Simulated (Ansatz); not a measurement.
Reaction (redistribution): `[NH2][SnH2][NH2]` + `[SiH3]OB(Cl)Cl` → `[NH2][SnH2][Cl]` + `NB(Cl)O[SiH3]`

Calculated with Ansatz (gas phase, PBE0-D4/def2-TZVP geometries, no zero-point term in ΔE). CCSD(T)/CBS is the MP2 limit (def2-TZVPP, def2-QZVPP) plus CCSD(T) − MP2 in def2-TZVPP, frozen cores. DFT in def2-TZVPP. B3LYP here is the variant with VWN-RPA as its local correlation; programs differ in this. Elements past krypton have def2 core potentials. For Sn outer-core shells are correlated without core-valence functions, which leaves a few kJ/mol of doubt a bond. One conformer a species, not always the lowest.

`[NH2][SnH2][NH2]`:

```xyz
9

N     0.829    1.224    0.799
Sn   -0.036   -0.552    0.371
N    -0.765   -0.208   -1.482
H     1.408    1.221    1.628
H     0.170    1.988    0.878
H    -1.398   -0.991    1.315
H     1.226   -1.706    0.499
H    -0.047   -0.050   -2.178
H    -1.387   -0.926   -1.830
```

`[SiH3]OB(Cl)Cl`:

```xyz
8

Si   -0.509   -0.545   -1.024
O    -0.494    0.038    0.539
B     0.446    0.620    1.282
Cl    2.064    0.914    0.643
Cl    0.086    1.108    2.924
H    -0.219    0.561   -1.965
H    -1.873   -1.073   -1.241
H     0.499   -1.623   -1.157
```

`[NH2][SnH2][Cl]`:

Z-matrix (Å, degrees):
```
Sn
Cl 1 2.349
N 1 2.009 2 110.8
H 1 1.697 2 105.8 3 -117.5
H 1 1.697 2 105.8 3 117.5
H 3 1.012 1 113.9 2 -61.9
H 3 1.012 1 113.9 2 62.4
```

`NB(Cl)O[SiH3]`:

```xyz
10

N     1.471   -0.155   -0.868
B     0.527   -1.038   -0.340
Cl    0.794   -2.784   -0.550
O    -0.589   -0.650    0.327
Si   -1.308    0.750    0.790
H     1.392    0.844   -0.791
H     2.287   -0.476   -1.357
H    -1.436    0.756    2.266
H    -2.647    0.832    0.160
H    -0.492    1.921    0.363
```

| level | ΔE (kJ/mol) | difference from CCSD(T)/CBS |
| --- | --- | --- |
| PBE-D4 | -128.7 | 1.3 |
| PBE0-D4 | -135.8 | -5.8 |
| B3LYP-D4 | -137.4 | -7.4 |
| ωB97X-V | -133.8 | -3.8 |
| ωB97M-V | -134.3 | -4.3 |
| B3LYP | -139.8 | -9.8 |
| SCS-MP2/def2-TZVPP | -125.3 | 4.7 |
| CCSD(T)/def2-TZVPP | -125.3 | 4.7 |
| MP2/def2-QZVPP | -126.2 | 3.8 |
| HF/CBS(def2) | -155.5 | -25.5 |
| CCSD(T)/CBS | -130.0 | 0 |

Largest T1 diagnostic among the species: 0.012.

In def2-TZVPP, CCSD(T) changes the Hartree–Fock value by +29.3 kJ/mol (the triples alone add +4.5 kJ/mol) and MP2 by +31.4 kJ/mol. From PBE to PBE0 (25 % exact exchange), in def2-TZVPP and without D4, ΔE moves by −6.8 kJ/mol.
